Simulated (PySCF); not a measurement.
**BeO at PBE0**

Level: PBE0. PySCF, no relativity, basis sets Be def2-TZVP, O def2-TZVP.

```
state                                           : ¹Σ⁺ (singlet), closed shell
bond length                                     : 2.503 bohr
harmonic wavenumber                             : 1547 cm⁻¹
force constant                                  : 8.13 mdyn/Å
rotational constant Be                          : 1.667 cm⁻¹
anharmonicity ωexe                              : 10.3 cm⁻¹
vibration–rotation constant αe                  : 0.0169 cm⁻¹
well depth De to Be + O                         : 427 kJ/mol
dissociation energy D0                          : 418 kJ/mol
HOMO–LUMO gap                                   : 3.38 eV
bond order (Mayer)                              : 2.45
dipole moment (positive dipole means Be(−)O(+)) : -6.26 D
```
